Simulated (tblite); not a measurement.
Method: GFN2-xTB as coded in tblite; computed harmonic values from a numerical Hessian at the method's own geometry, unscaled. The method is semi-empirical: single wavenumbers can be off by several per cent or more. Modes of hydrogen on silicon can be 10 to 20 % off. One conformer each. Thermal functions are those of the rigid rotor and harmonic oscillator, without mixing of conformers.

Problem. Order these by their zero-point energy, highest first (kcal/mol).
A. `C(C)(C(=O)CC)C`
B. `C=CCN1CCCN1C=C`
C. `CC[C@@H]1C=NN(C2CC2)C1`
D. `C#CC[C@@H]1C[SiH2][Si@H]1N`
E. `C#CC[P@@]1(=O)CCC=C1F`
F. `C=C(OC)C(=O)OC`
G. `C(/[SiH3])=C(/C[SiH3])CC#N`

Solution. C (130.6), B (129.1), A (104.8), D (88.2), G (83.6), E (81.2), F (77.4).

```tsv
SMILES	atoms	mass (u)	symmetry number	modes under 300 cm⁻¹	ZPE (kcal/mol)	S translation (cal/(mol K))	S rotation	S vibration	S	Cp
CC[C@@H]1C=NN(C2CC2)C1	24	138.12	1	7	130.6	38.7	28.3	20.3	87.4	28.3
C=CCN1CCCN1C=C	24	138.12	1	8	129.1	38.7	28.6	21.5	88.8	29.9
CCC(=O)C(C)C	19	100.09	1	8	104.8	37.8	26.6	17.8	82.2	26.0
C#CC[C@@H]1C[SiH2][Si@H]1N	19	141.04	1	8	88.2	38.8	28.7	21.6	89.1	33.1
N#CC/C(=C/[SiH3])C[SiH3]	19	141.04	1	8	83.6	38.8	29.1	25.0	92.9	32.9
C#CC[P@@]1(=O)CCC=C1F	18	158.03	1	9	81.2	39.1	28.6	20.4	88.1	30.9
C=C(OC)C(=O)OC	16	116.05	1	7	77.4	38.2	27.2	19.0	84.4	26.3
```

Entropies and Cp are for 200 K and 1 bar.
